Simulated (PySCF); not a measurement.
TlS⁺ at UHF-SCS-MP2

Computed with UHF-SCS-MP2; Tl def2-SVPD with ECP60, S def2-SVPD; scalar-relativistic core potentials (PySCF 2.14).

- state: ³Σ⁻ (triplet), unpaired electrons π ↑↑
- bond length: 3.323 Å
- harmonic wavenumber: 101 cm⁻¹
- force constant: 0.166 mdyn/Å
- rotational constant Be: 0.05521 cm⁻¹
- anharmonicity ωexe: 0.977 cm⁻¹
- vibration–rotation constant αe: 0.000589 cm⁻¹

Correlated steps freeze 9 core orbitals. These are scalar-relativistic numbers at best; spin–orbit coupling would shift them, the dissociation energy most. The state was picked by a PBE0 search and need not be the measured ground state.
